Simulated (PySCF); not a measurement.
Geometry:
| atom | x (Å) | y (Å) | z (Å) |
| --- | --- | --- | --- |
| C1 | 1.850 | -0.437 | 0.645 |
| C2 | 0.897 | -0.228 | -0.530 |
| C3 | 0.152 | 1.113 | -0.480 |
| C4 | -0.904 | 1.142 | 0.621 |
| C5 | -1.866 | -0.023 | 0.501 |
| N6 | -1.104 | -1.316 | 0.455 |
| C7 | -0.107 | -1.365 | -0.666 |
| H8 | 1.351 | -0.399 | 1.629 |
| H9 | 2.375 | -1.401 | 0.571 |
| H10 | 2.614 | 0.352 | 0.661 |
| H11 | 1.496 | -0.256 | -1.455 |
| H12 | -0.333 | 1.295 | -1.454 |
| H13 | 0.870 | 1.933 | -0.334 |
| H14 | -1.491 | 2.071 | 0.576 |
| H15 | -0.436 | 1.135 | 1.620 |
| H16 | -2.571 | -0.083 | 1.342 |
| H17 | -2.445 | 0.022 | -0.434 |
| H18 | -0.605 | -1.442 | 1.345 |
| H19 | -1.755 | -2.106 | 0.383 |
| H20 | -0.689 | -1.287 | -1.596 |
| H21 | 0.372 | -2.354 | -0.635 |

Total charge +1.

Geometry: PBE0-D3(BJ)/def2-SVP; GIAO absolute shieldings from PySCF 2.14.0 with density-fitted response routines, gas phase, non-relativistic, averaged over equivalent atoms.

At PBE0/pcSseg-1 (189 basis functions, 28 s wall time on 1 thread of an Arm Neoverse V1, shared host):
```csv
atoms,σ (ppm)
C7,128.6
C5,133.2
C3,157.1
C2,157.4
C4,165.4
C1,169.7
N6,203.7
H18,27.09
H19,27.23
H16,27.73
H20,28.02
H21,28.03
H17,28.19
H11,28.97
H15,29.16
H14,29.20
H13,29.28
H12,29.40
H8/H9/H10,29.87
```

Predict the values at CAM-B3LYP/pcSseg-1 on the same geometry.

Results:


```csv
atoms,σ at CAM-B3LYP/pcSseg-1,change
C7,125.7,-2.9
C5,130.5,-2.7
C3,154.7,-2.4
C2,155.2,-2.2
C4,163.2,-2.2
C1,167.4,-2.3
N6,203.4,-0.3
H18,27.18,+0.09
H19,27.30,+0.07
H16,27.79,+0.06
H20,28.09,+0.07
H21,28.08,+0.05
H17,28.24,+0.05
H11,29.07,+0.10
H15,29.24,+0.08
H14,29.26,+0.06
H13,29.34,+0.06
H12,29.48,+0.08
H8/H9/H10,29.92,+0.05
```

The largest change is at C7 (sp3 CH2 bonded to N). Cost: 189 basis functions, 35 s wall time on 1 thread of an Arm Neoverse V1, shared host. The order of the carbon signals is the same at both levels.
